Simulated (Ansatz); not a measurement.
```yaml
crystal:
  periodic: [false, false, false]
  atoms:
    - {symbol: C, position_ang: [-0.258998, 1.142465, -0.951089]}
    - {symbol: N, position_ang: [-0.302420, -0.180468, -0.445601]}
    - {symbol: C, position_ang: [-0.592357, -0.497431, 0.942550]}
    - {symbol: Si, position_ang: [0.732897, -1.392847, 0.201024]}
    - {symbol: H, position_ang: [-1.298092, 1.660582, -0.851808]}
    - {symbol: H, position_ang: [0.165232, 1.218848, -1.972916]}
    - {symbol: H, position_ang: [0.347228, 2.042255, -0.196816]}
    - {symbol: H, position_ang: [0.017594, 0.313863, 1.656433]}
    - {symbol: H, position_ang: [-1.389289, -0.834950, 1.359281]}
    - {symbol: H, position_ang: [2.325759, -1.021670, 0.420967]}
    - {symbol: H, position_ang: [0.599262, -2.500425, -0.516003]}
basis:
  gaussian: {orbitals: def2-mTZVPP, final_grid: {core_spheres: 1, valence_spheres: 1, degree: 5}}
hamiltonian: {xc: {name: wB97M-V}}
```

```sh
$ ansatz run in.yaml --threads 2 --pin off --events-out ev --progress --plain --max-ram 4352MiB
```

Output, abridged:

```
Functional definition: wB97M-V
1172 factors; their error is unknown
317 factors; integrals over basis functions are off by at most 6.3e-6 eV
mean field evaluation 1: about -11545.2922 eV, gradient 5.2e1 eV
mean field evaluation 2: about -11543.4807 eV, gradient 5.9e1 eV
mean field evaluation 4: about -11551.0875 eV, gradient 2.4e0 eV
mean field evaluation 8: about -11524.1295 eV, gradient 9.1e0 eV
mean field evaluation 16: about -11524.3335 eV, gradient 1.4e-3 eV
mean field -11524.33345736 eV, -423.5114430842 hartree, gradient 8.1e-5 eV, S^2 0.000000; 0 other end points of the search recorded, 0 dependent functions left out
reference -11524.33375062 eV, -423.5114538612 hartree; 20, 20 occupied and 104, 104 virtual orbitals, 1172 factors
Total energy: -11524.33375062 eV, -423.5114538612 hartree
```

**Question.** What is wrong with this run?

**Answer.** The integration grid is far too coarse. The run converged. The result belongs to that input, not to the molecule as meant.
